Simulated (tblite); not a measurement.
Compound: C4H7FO2 (charge -1 and doublet state).
Numbering: `[CH3:1][O:2][CH-:3][C:4]([F:5])[O:6][CH3:7]` (hydrogens: H8, H9, H10 on C1; H11 on C3; H12, H13, H14 on C7)

Computed geometry: GFN2-xTB, gas phase. This method treats the open shell by occupation alone, without spin polarisation.

(1) List the bond lengths, angles and torsions at this level.

## Answers

(1) 
```json
{"bond": "C1–O2", "length (pm)": "140.1"}
{"bond": "O2–C3", "length (pm)": "142.4"}
{"bond": "C3–C4", "length (pm)": "144.6"}
{"bond": "C4–F5", "length (pm)": "146.3"}
{"bond": "C4–O6", "length (pm)": "142.1"}
{"bond": "O6–C7", "length (pm)": "139.8"}
{"bond": "C1–H8, C1–H9, C1–H10", "length (pm)": "109.9"}
{"bond": "C3–H11", "length (pm)": "110.1"}
{"bond": "C7–H12, C7–H13, C7–H14", "length (pm)": "109.9"}
```

Bonds in one row agree within 1 pm and their mean is given. A selection of angles:
```json
{"angle": "O2–C1–H8", "degrees": "111.4"}
{"angle": "O2–C1–H9", "degrees": "108.0"}
{"angle": "H8–C1–H9", "degrees": "109.0"}
{"angle": "H8–C1–H10", "degrees": "107.9"}
{"angle": "C1–O2–C3", "degrees": "114.4"}
{"angle": "O2–C3–C4", "degrees": "117.2"}
{"angle": "O2–C3–H11", "degrees": "110.9"}
{"angle": "C4–C3–H11", "degrees": "111.1"}
{"angle": "C3–C4–F5", "degrees": "114.0"}
{"angle": "C3–C4–O6", "degrees": "113.6"}
{"angle": "F5–C4–O6", "degrees": "106.2"}
{"angle": "C4–O6–C7", "degrees": "111.8"}
{"angle": "O6–C7–H12", "degrees": "111.8"}
{"angle": "O6–C7–H14", "degrees": "107.5"}
{"angle": "H12–C7–H13", "degrees": "108.0"}
{"angle": "H12–C7–H14", "degrees": "108.9"}
```

Torsions: C1–O2–C3–C4 -64° (synclinal); O2–C3–C4–F5 -68° (synclinal); C3–C4–O6–C7 -152° (antiperiplanar). The mirror-image conformer, all signs reversed, is as good.

C4 (carbon bonded to C, F and O) is pyramidal (angles 114.0°, 113.6° and 106.2°, sum 333.8°, 0.44 Å off the plane of its three neighbours). Of the pairs four or more bonds apart, C4···H10 is among the closest relative to their van der Waals radii: 2.72 Å, 94 % of the sum of Bondi's values. The C–O distances run from 1.398 Å (O6–C7, drawn single) to 1.424 Å (O2–C3, drawn single), a spread of 0.026 Å. O2 (oxygen bonded to 2 C) is bent (angle 114.4°). C3 (carbon bonded to C, O and H) is pyramidal (angles 117.2°, 111.1° and 110.9°, sum 339.2°, 0.35 Å off the plane of its three neighbours).

Point group: C1 (no symmetry element, even within 0.4 Å). Its GFN2-xTB frequencies are all real (lowest 52 cm⁻¹). Whether the extra electron is bound in the gas phase wasn't checked; a finite basis holds it in any case.
